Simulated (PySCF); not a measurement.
# Nuclear quadrupole coupling in `C#C[SiH2]P[SiH2]SC`

Species: C3H9PSSi2.
Cartesian coordinates in Å at the GFN2-xTB level; atoms count from 1:
```xyz
16
C3H9PSSi2 angstrom
C     -3.3078    1.4433    0.9762
C     -2.6857    0.7580    0.2075
Si    -1.6775   -0.3376   -0.8911
P     -0.0547   -1.3675    0.2813
Si     0.9364    0.3540    1.2967
S      1.9384    1.5547   -0.1728
C      2.6696    0.2612   -1.2251
H     -3.8625    2.0516    1.6322
H     -1.0373    0.4701   -1.9321
H     -2.5300   -1.3993   -1.4339
H     -0.8328   -1.6777    1.3746
H      0.0705    1.3144    1.9665
H      1.9316   -0.2110    2.2100
H      2.9788    0.7388   -2.1485
H      3.5293   -0.1709   -0.7225
H      1.9261   -0.5056   -1.4304
```

Field gradients from the PBE0/pcSseg-1 density (PySCF, non-relativistic), principal values in atomic units, ordered |Vxx| ≤ |Vyy| ≤ |Vzz|:

```tsv
atom	Vxx	Vyy	Vzz
S6	0.2202	2.1042	-2.3244
```

Find the asymmetry η = (Vxx − Vyy)/Vzz and the couplings χ = eQV/h (234.96 MHz × Q in barn × V in au), with Q(33S) = −0.0678 b.

```csv
atom,environment,nucleus,η,χzz (MHz),χxx (MHz),χyy (MHz)
S6,sulfur bonded to C and Si,33S,0.81,37.03,-3.51,-33.52
```

What is Vzz at S6 in SI units (1 au = 9.71736 × 10²¹ V/m²)?

-2.3244 au = -22.587 × 10²¹ V/m².

And the gradient at the other heavy atoms, for which no coupling is worked out here?

```tsv
atom	environment	Vzz (au)	η
C1	terminal alkyne carbon	-0.363	0.01
C2	alkyne carbon	-0.339	0.02
Si3	SiH2 silicon	-0.366	0.83
P4	three-coordinate phosphorus	-0.858	0.28
Si5	SiH2 silicon	0.446	0.87
C7	S-methyl carbon	0.303	0.03
```

Were the hydrogens deuterons (Q(2H) = 0.00286 b), χzz would run from 107 kHz (H10 and H9) to 259 kHz (H8).

One conformer (not necessarily the lowest) at the GFN2-xTB geometry, without solvent, vibrations or thermal averaging. GFN2-xTB bond lengths can be off by several hundredths of an ångström, more for odd bonds, and the gradients follow them. With a basis this small, the couplings can be 20 % off.

These values come from a run that also computed NMR shieldings. Time: 77 s of wall time (grids of density and orbitals included); peak memory 0.85 GiB. Hardware: one thread, Arm Neoverse N1 (aarch64), no GPU, on a shared host.
